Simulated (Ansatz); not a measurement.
The cluster Re3⁺. The state is a triplet with charge 1. Geometry PBE-D4/def2-TZVP, that of the neutral doublet; atoms count from 1.

```tsv
atom	x (Å)	y (Å)	z (Å)
Re1	-1.037	-0.090	-0.770
Re2	0.314	-1.060	0.672
Re3	0.723	1.150	0.098
```

In the def2 sets Re takes a core potential; there is no spin–orbit coupling. The charge 1 triplet is spin-contaminated (final ⟨S²⟩ up to 3.05, 2.00 for a pure state). The structure comes from a short search, and lower isomers may exist.

**Question.** Estimate the Mulliken populations from the PBE0/def2-TZVP orbitals of Ansatz.

**Answer.** 
| atom | charge (e) | spin (α − β) | d electrons |
| --- | --- | --- | --- |
| Re1 | 0.35 | 1.74 | 5.44 |
| Re2 | 0.34 | -1.16 | 5.43 |
| Re3 | 0.30 | 1.43 | 5.52 |
Mulliken values and Mayer orders depend strongly on the basis.

**Question.** Where does the spin sit?

**Answer.** Summed by element: Re 2.00, of 2 unpaired in all. Largest on single atoms: Re1 1.74, Re3 1.43, Re2 -1.16.

**Question.** And the Mayer bond orders between bonded heavy atoms (over 0.3)?

**Answer.** Re1–Re2 2.74 (2.20 Å); Re1–Re3 2.48 (2.32 Å); Re2–Re3 2.30 (2.32 Å).
